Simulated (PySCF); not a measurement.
# Fractional electron number in Bi²⁺ (bismuth, charge +2)

The 6p alpha orbital of [Xe] 4f14 5d10 6s2 6p1 is emptied in steps (occupation f), with all orbitals relaxed, ending at [Xe] 4f14 5d10 6s2. Calculation: PySCF 2.14, in def2-SVP with the def2 core potential (60 electrons) (4s4p2d, 26 functions); scalar relativity through the core potential. The exact energy is a straight line in f; departures are measured from the line between the end points of the same method.

| f | UHF (eV) | LDA (eV) | PBE (eV) | PBE0 (eV) | r2SCAN (eV) | LC-wPBE (eV) | BHandHLYP (eV) | wB97X (eV) | MN15 (eV) |
| --- | --- | --- | --- | --- | --- | --- | --- | --- | --- |
| 1 | 0.000 | 0.000 | 0.000 | 0.000 | 0.000 | 0.000 | 0.000 | 0.000 | 0.000 |
| 0.9 | 0.023 | -0.376 | -0.365 | -0.267 | -0.342 | -0.034 | -0.184 | -0.068 | -0.212 |
| 0.7 | 0.053 | -0.878 | -0.850 | -0.622 | -0.789 | -0.076 | -0.428 | -0.161 | -0.488 |
| 0.5 | 0.062 | -1.045 | -1.010 | -0.737 | -0.925 | -0.085 | -0.510 | -0.194 | -0.573 |
| 0.3 | 0.052 | -0.876 | -0.846 | -0.616 | -0.759 | -0.066 | -0.429 | -0.163 | -0.475 |
| 0.1 | 0.022 | -0.374 | -0.362 | -0.263 | -0.313 | -0.026 | -0.184 | -0.069 | -0.199 |
| 0 | 0.000 | 0.000 | 0.000 | 0.000 | 0.000 | 0.000 | 0.000 | 0.000 | 0.000 |

Problem. For LDA, how does the orbital energy at f = 1 compare with the removal energy?

Solution. −ε = 19.669 eV against a total-energy difference of 23.845 eV. By Janak's theorem ε = ∂E/∂f, so the gap between them reflects the curvature. Along the path −ε is 20.500 (f = 0.9), 22.172 (f = 0.7), 23.852 (f = 0.5), 25.527 (f = 0.3), 27.178 (f = 0.1) eV.

```tsv
method	E(f=0) − E(f=1) (eV)	−ε at f=1 (eV)	−ε at f=0.5 (eV)
UHF	22.996	23.251	22.993
LDA	23.845	19.669	23.852
PBE	23.614	19.562	23.624
PBE0	23.636	20.661	23.653
r2SCAN	23.702	19.890	23.788
LC-wPBE	23.756	23.372	23.783
BHandHLYP	23.619	21.580	23.619
wB97X	23.444	22.688	23.438
MN15	23.730	21.366	23.768
```

Reference removal energy between the ground levels: 25.571 eV (measured; NIST Atomic Spectra Database, ionization energies). The calculation has no spin-orbit coupling. UHF lacks correlation.
